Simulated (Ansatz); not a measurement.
C₂H₅NOSe, SMILES `NC(=O)C[SeH]`, relaxed with RKS PBE-D4/def2-SVP in Ansatz from a rough embedded geometry. The force threshold is 0.03 eV/Å; the program also tests the step.

Charge 0, multiplicity 1.

Start:

```xyz
10

N    -0.153    1.138    1.012
C     0.069   -0.264    0.756
O     0.652   -0.944    1.628
C    -0.291   -0.870   -0.487
Se    1.127   -0.761   -1.828
H    -0.640    1.713    0.193
H     0.124    1.623    1.852
H    -1.229   -0.428   -0.919
H    -0.559   -1.984   -0.331
H     0.900    0.777   -1.876
```

(1) By how much does the energy fall, and how many steps does the optimiser take? (Estimate.)

(2) Which bonds change most? (Estimate.)

(3) Give the relaxed structure. (An estimate is asked.)

Answers

(1) Computed: 0.66 eV, in 5 steps.

(2) Ansatz gave: C2–C4 from 1.429 to 1.528 Å; N1–H6 from 1.113 to 1.018 Å; N1–C2 from 1.442 to 1.373 Å; Se5–H10 from 1.555 to 1.487 Å.

(3) The calculation gave: 
```xyz
10

N    -0.188    1.095    0.976
C     0.086   -0.244    0.842
O     0.633   -0.904    1.716
C    -0.342   -0.844   -0.496
Se    1.083   -0.729   -1.868
H    -0.632    1.646    0.244
H     0.119    1.565    1.828
H    -1.275   -0.405   -0.901
H    -0.487   -1.930   -0.347
H     1.003    0.750   -1.994
```
